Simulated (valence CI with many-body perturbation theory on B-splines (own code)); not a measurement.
In³⁴⁺: electric-dipole lines

Calculated by configuration interaction combined with many-body perturbation theory (CI+MBPT): five valence electrons over a frozen Dirac-Fock core [Ne], a basis of 9 s, 9 p, 8 d, 6 f, 3 g, 1 h functions for each j, with the one-electron correlation potential Σ1 (screened to all orders), the two-electron term Σ2, the three-electron term Σ3, Breit, model QED; selected single and double excitations, second order for the rest (own B-spline code, finite nucleus).

The last digits are not significant, and no measured levels were compared; by estimate large intervals hold to a few tenths of a per cent, small ones and those within an open d or f shell to about a per cent. Among the levels kept, up to 580 cm⁻¹ of a level comes from second order outside the variational space, and about a tenth of that is noise between levels of different J, which matters for small intervals.

Lines 151 to 200 of 206 in falling wavelength, among levels below 2319500 cm⁻¹, chosen from the strongest by gf and those to the six lowest levels. Wavelengths and rates use the calculated energies. Electric multipoles are in the length gauge, E1 and E2 with the static RPA response of the core. Weak lines are less certain than strong ones. Lines between different terms over intervals too small for the method are left out, as are lines whose strength nearly cancels. The highest levels of a list are the least certain.

Levels are named by their leading jj configuration (3d3/2^4 stands for four electrons in 3d with j = 3/2), which in mixed levels can hold well under half, so a name can repeat and another be missing. Letters in brackets count levels of one name in rising energy.

| λ vac (nm) | Upper | Lower | A (s⁻¹) | log gf | Branch % |
| --- | --- | --- | --- | --- | --- |
| 7.459 | (3s^2 3p1/2 3p3/2 3d5/2) J=1/2 | (3s^2 3p1/2 3p3/2^2) J=1/2 | 2.34e+11 | -0.41 | 95.3 |
| 7.391 | (3s^2 3p3/2^2 3d5/2) J=3/2 | (3s^2 3p3/2^3) J=3/2 | 1.94e+11 | -0.20 | 82.5 |
| 7.341 | (3s 3p1/2 3p3/2^3) J=3/2 [b] | (3s^2 3p1/2 3p3/2^2) J=5/2 | 1.20e+11 | -0.41 | 50.4 |
| 7.253 | (3s^2 3p3/2^2 3d5/2) J=5/2 [b] | (3s^2 3p3/2^3) J=3/2 | 2.78e+11 | 0.12 | 96.9 |
| 7.203 | (3s^2 3p1/2 3p3/2 3d5/2) J=3/2 [b] | (3s^2 3p1/2 3p3/2^2) J=3/2 | 4.26e+10 | -0.88 | 23.4 |
| 7.160 | (3s^2 3p1/2 3p3/2 3d5/2) J=5/2 [c] | (3s^2 3p1/2 3p3/2^2) J=3/2 | 1.57e+11 | -0.14 | 57.0 |
| 7.094 | (3s 3p3/2^4) J=1/2 | (3s^2 3p3/2^3) J=3/2 | 4.37e+11 | -0.18 | 99.1 |
| 7.052 | (3s^2 3p1/2 3p3/2 3d3/2) J=3/2 [a] | (3s^2 3p1/2^2 3p3/2) J=3/2 | 1.16e+10 | -1.46 | 90.9 |
| 7.044 | (3s 3p1/2 3p3/2^3) J=3/2 [b] | (3s^2 3p1/2 3p3/2^2) J=3/2 | 5.09e+10 | -0.82 | 21.5 |
| 7.043 | (3s^2 3p1/2 3p3/2 3d3/2) J=5/2 [a] | (3s^2 3p1/2^2 3p3/2) J=3/2 | 9.43e+08 | -2.38 | 81.9 |
| 7.006 | (3s^2 3p1/2 3p3/2 3d3/2) J=1/2 [a] | (3s^2 3p1/2^2 3p3/2) J=3/2 | 4.07e+09 | -2.22 | 94.4 |
| 6.967 | (3s 3p1/2 3p3/2^3) J=3/2 [a] | (3s^2 3p1/2^2 3p3/2) J=3/2 | 4.66e+08 | -2.87 | 5.4 |
| 6.869 | (3s^2 3p3/2^2 3d5/2) J=1/2 | (3s^2 3p1/2 3p3/2^2) J=1/2 | 2.76e+10 | -1.41 | 78.0 |
| 6.806 | (3s^2 3p1/2 3p3/2 3d5/2) J=1/2 | (3s^2 3p1/2 3p3/2^2) J=3/2 | 7.97e+09 | -1.96 | 3.2 |
| 6.688 | (3s^2 3p1/2 3p3/2 3d5/2) J=5/2 [a] | (3s^2 3p1/2^2 3p3/2) J=3/2 | 6.28e+07 | -3.60 | 1.4 |
| 6.625 | (3s^2 3p3/2^2 3d3/2) J=1/2 | (3s^2 3p1/2 3p3/2^2) J=1/2 | 2.71e+10 | -1.45 | 6.4 |
| 6.599 | (3s^2 3p3/2^2 3d3/2) J=3/2 [a] | (3s^2 3p1/2 3p3/2^2) J=1/2 | 3.23e+10 | -1.07 | 7.4 |
| 6.550 | (3s^2 3p3/2^2 3d5/2) J=7/2 | (3s^2 3p1/2 3p3/2^2) J=5/2 | 8.68e+09 | -1.35 | 100.0 |
| 6.316 | (3s^2 3p3/2^2 3d3/2) J=5/2 | (3s^2 3p1/2 3p3/2^2) J=5/2 | 2.43e+11 | -0.06 | 65.2 |
| 6.312 | (3s^2 3p3/2^2 3d5/2) J=1/2 | (3s^2 3p1/2 3p3/2^2) J=3/2 | 1.09e+09 | -2.89 | 3.1 |
| 6.304 | (3s^2 3p3/2^2 3d3/2) J=3/2 [a] | (3s^2 3p1/2 3p3/2^2) J=5/2 | 1.32e+11 | -0.50 | 30.2 |
| 6.260 | (3s^2 3p1/2 3p3/2 3d5/2) J=5/2 [b] | (3s^2 3p1/2^2 3p3/2) J=3/2 | 2.09e+11 | -0.13 | 86.5 |
| 6.241 | (3s 3p1/2 3p3/2^3) J=1/2 | (3s^2 3p1/2^2 3p3/2) J=3/2 | 1.31e+11 | -0.82 | 75.6 |
| 6.196 | (3s^2 3p3/2^2 3d3/2) J=7/2 | (3s^2 3p1/2 3p3/2^2) J=5/2 | 3.22e+11 | 0.17 | 100.0 |
| 6.195 | (3s^2 3p1/2 3p3/2 3d5/2) J=3/2 [a] | (3s^2 3p1/2^2 3p3/2) J=3/2 | 6.73e+08 | -2.81 | 0.9 |
| 6.193 | (3s^2 3p3/2^2 3d3/2) J=3/2 [b] | (3s^2 3p1/2 3p3/2^2) J=1/2 | 2.97e+11 | -0.17 | 90.4 |
| 6.105 | (3s^2 3p3/2^2 3d3/2) J=1/2 | (3s^2 3p1/2 3p3/2^2) J=3/2 | 3.92e+11 | -0.36 | 92.2 |
| 6.096 | (3s^2 3p1/2 3p3/2 3d3/2) J=3/2 [b] | (3s^2 3p1/2^2 3p3/2) J=3/2 | 4.95e+11 | 0.04 | 98.6 |
| 6.095 | (3s^2 3p3/2^2 3d3/2) J=5/2 | (3s^2 3p1/2 3p3/2^2) J=3/2 | 1.24e+11 | -0.38 | 33.4 |
| 6.083 | (3s^2 3p3/2^2 3d3/2) J=3/2 [a] | (3s^2 3p1/2 3p3/2^2) J=3/2 | 2.71e+11 | -0.22 | 62.3 |
| 5.974 | (3s^2 3p1/2 3p3/2 3d3/2) J=5/2 [b] | (3s^2 3p1/2^2 3p3/2) J=3/2 | 1.50e+11 | -0.32 | 71.8 |
| 5.962 | (3s^2 3p1/2 3p3/2 3d3/2) J=1/2 [b] | (3s^2 3p1/2^2 3p3/2) J=3/2 | 2.71e+11 | -0.54 | 84.3 |
| 5.932 | (3s^2 3p3/2^2 3d3/2) J=3/2 [b] | (3s^2 3p1/2 3p3/2^2) J=5/2 | 6.63e+09 | -1.85 | 2.0 |
| 5.908 | (3s^2 3p3/2^2 3d5/2) J=5/2 [a] | (3s^2 3p1/2 3p3/2^2) J=5/2 | 1.71e+09 | -2.27 | 65.2 |
| 5.857 | (3s^2 3p3/2^2 3d5/2) J=3/2 | (3s^2 3p1/2 3p3/2^2) J=1/2 | 3.57e+10 | -1.13 | 15.2 |
| 5.759 | (3s^2 3p1/2 3p3/2 3d5/2) J=3/2 [b] | (3s^2 3p1/2^2 3p3/2) J=3/2 | 1.44e+10 | -1.54 | 7.9 |
| 5.736 | (3s^2 3p3/2^2 3d3/2) J=3/2 [b] | (3s^2 3p1/2 3p3/2^2) J=3/2 | 4.07e+09 | -2.10 | 1.2 |
| 5.731 | (3s^2 3p1/2 3p3/2 3d5/2) J=5/2 [c] | (3s^2 3p1/2^2 3p3/2) J=3/2 | 2.92e+10 | -1.06 | 10.6 |
| 5.714 | (3s^2 3p3/2^2 3d5/2) J=5/2 [a] | (3s^2 3p1/2 3p3/2^2) J=3/2 | 6.92e+06 | -4.69 | 0.3 |
| 5.669 | (3s 3p3/2^4) J=1/2 | (3s^2 3p1/2 3p3/2^2) J=1/2 | 1.46e+09 | -2.85 | 0.3 |
| 5.656 | (3s 3p1/2 3p3/2^3) J=3/2 [b] | (3s^2 3p1/2^2 3p3/2) J=3/2 | 1.20e+10 | -1.64 | 5.1 |
| 5.623 | (3s^2 3p3/2^2 3d5/2) J=3/2 | (3s^2 3p1/2 3p3/2^2) J=5/2 | 4.67e+09 | -2.05 | 2.0 |
| 5.543 | (3s^2 3p3/2^2 3d5/2) J=5/2 [b] | (3s^2 3p1/2 3p3/2^2) J=5/2 | 3.47e+09 | -2.02 | 1.2 |
| 5.502 | (3s^2 3p1/2 3p3/2 3d5/2) J=1/2 | (3s^2 3p1/2^2 3p3/2) J=3/2 | 2.88e+09 | -2.58 | 1.2 |
| 5.447 | (3s^2 3p3/2^2 3d5/2) J=3/2 | (3s^2 3p1/2 3p3/2^2) J=3/2 | 1.16e+07 | -4.68 | 0.0 |
| 5.372 | (3s^2 3p3/2^2 3d5/2) J=5/2 [b] | (3s^2 3p1/2 3p3/2^2) J=3/2 | 4.81e+09 | -1.90 | 1.7 |
| 5.284 | (3s 3p3/2^4) J=1/2 | (3s^2 3p1/2 3p3/2^2) J=3/2 | 2.18e+09 | -2.74 | 0.5 |
| 5.174 | (3s^2 3p3/2^2 3d5/2) J=1/2 | (3s^2 3p1/2^2 3p3/2) J=3/2 | 1.03e+09 | -3.08 | 2.9 |
| 5.035 | (3s^2 3p3/2^2 3d3/2) J=1/2 | (3s^2 3p1/2^2 3p3/2) J=3/2 | 6.35e+07 | -4.32 | 0.0 |
| 5.028 | (3s^2 3p3/2^2 3d3/2) J=5/2 | (3s^2 3p1/2^2 3p3/2) J=3/2 | 2.05e+06 | -5.33 | 0.0 |

Question: How does gf follow from A for the line at 7.052 nm?

Answer: gf = 1.4992 × (2J+1)_upper × A / σ², with σ = 1418088 cm⁻¹ and 2J+1 = 4: gf = 0.0347.
